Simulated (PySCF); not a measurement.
CH5Si, SMILES C[SiH2] (connectivity only; charge and spin as stated), charge +1, multiplicity 1. The structure is a stationary point at B3LYP-D3(BJ)/def2-TZVP. The multiplicity is an assumed one; other spin states were not compared. The isomer is the one that the SMILES or the coordinates give; other isomers of the formula were not compared.

TDDFT-PBE/def2-TZVPD in PySCF puts the lowest singlet excitations at 4.99, 5.16, 6.50, 6.61, 9.08, 9.18 eV.

Q: What are the lowest excitation roots from ADC(2)/aug-cc-pVDZ (PySCF)? (Estimate from the structure and the level; the computed values follow.)

A: 5.74, 6.10, 8.07, 8.31, 10.33, 10.60 eV. S1 differs by 0.75 eV (second minus first; roots are paired by order, and the bases may differ).
